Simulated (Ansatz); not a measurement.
Reaction (substitution at a C–Se bond): `CC[Se]C=N` + `OBCl` → `CCOBCl` + `N=C[SeH]`

Calculated with Ansatz (gas phase, PBE0-D4/def2-TZVP geometries, no zero-point term in ΔE). CCSD(T)/CBS is the MP2 limit (def2-TZVPP, def2-QZVPP) plus CCSD(T) − MP2 in def2-TZVPP, frozen cores. This one scheme is used for every species. Functionals use def2-TZVPP. For Se outer-core shells are correlated without core-valence functions, which leaves a few kJ/mol of doubt a bond. Scalar relativity is left out up to krypton. Each species was taken in one conformer, which may not be the lowest.

```
          level  ΔE (kJ/mol)
        PBE0-D4         49.9
         B2PLYP         46.8
CCSD/def2-TZVPP         46.5
 CCSD/CBS(def2)         49.1
```

**Question.** What does CCSD(T)/CBS give? (An estimate is asked.)

**Answer.** Computed: +52.8 kJ/mol. The listed levels differ from it by -2.9, -6.0, -6.3, -3.7 kJ/mol.

Largest T1 diagnostic among the species: 0.012.

In def2-TZVPP, CCSD(T) changes the Hartree–Fock value by +20.4 kJ/mol (the triples alone add +3.7 kJ/mol) and MP2 by +30.1 kJ/mol. The D4 term adds +4.9 kJ/mol with B3LYP and +2.5 kJ/mol with PBE0; it sums over pairs of atoms, weighted by their polarisabilities, and B3LYP, whose exchange is more repulsive, gets the larger term.

B3LYP here is the variant with VWN-RPA as its local correlation; programs differ in this.
